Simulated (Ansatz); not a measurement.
# Reading a saddle point

A first-order saddle point of CH$_{7}$GeO, doublet, PBE0-D4/def2-TZVP, with one imaginary mode of 308i cm⁻¹:

```xyz
10
angstrom
H 0.3994 -0.5177 -0.3980
Ge 1.8688 0.0449 -0.1614
O -1.0952 -0.9503 -0.4525
C -1.8470 0.0071 0.1865
H 1.9018 0.7842 1.1856
H 2.8587 -1.1279 -0.1381
H 2.2289 1.0176 -1.2944
H -1.8186 0.9886 -0.3054
H -1.6103 0.1080 1.2541
H -2.8867 -0.3542 0.1236
```

Program: Ansatz 0.2.0. Basis: def2-TZVPP and def2-QZVPP. Cores are frozen in the correlated methods; orbitals are unrestricted. Filled d shells of the heavier atoms are correlated. The def2 sets are not built for correlating such inner shells, so the correlated values are less sure here. Extrapolation: Hartree–Fock as exp(−7.88 √X), correlation as X^−2.97.

Question: Which contacts change along the imaginary mode, and what lies on either side? (A judgement: the text doesn't fix the answer.)

Answer: By the calculation: The step is CH₃O ([CH3][O]) + GeH₄ → CH₄O ([CH3][OH]) + GeH₃, with the molecules in contact on both sides. Shortening one way: H1–O3; lengthening the same way: H1–Ge2.
```tsv
pair	one side (Å)	saddle (Å)	other side (Å)
H1–O3	3.07	1.56	0.96
H1–Ge2	1.53	1.59	3.30
```

Question: Which side is lower, and how far does the saddle lie above each? (An estimate is asked for; the value comes from the calculation.)

Answer: Computed: The side with H1–O3 short is lower by 22.77 kcal/mol; the saddle lies 28.27 kcal/mol above it and 5.50 kcal/mol above the other (CCSD(T) at an estimated basis limit (MP2 extrapolated from triple and quadruple zeta, plus CCSD(T) − MP2 in triple zeta); electronic energies).

The T1 diagnostic stays at or below 0.019. ⟨S²⟩ of the unrestricted Hartree–Fock references: 0.75 to 0.77 (a pure state has 0.75).

Radical steps of this kind take place in plasma deposition and etching.

Labels in which every atom is bracketed show which atoms are joined, not bond orders.

For scale, one of the runs: CCSD(T)/def2-TZVPP, 208 basis functions, launched by `ansatz run in.yaml --threads 8 --pin off --events-out ev --progress --plain --max-ram 19148MiB`. Time: 3.4 min of wall clock on 8 CPU threads of an Intel Xeon; the host was shared. Peak host memory: 7.9 GiB.
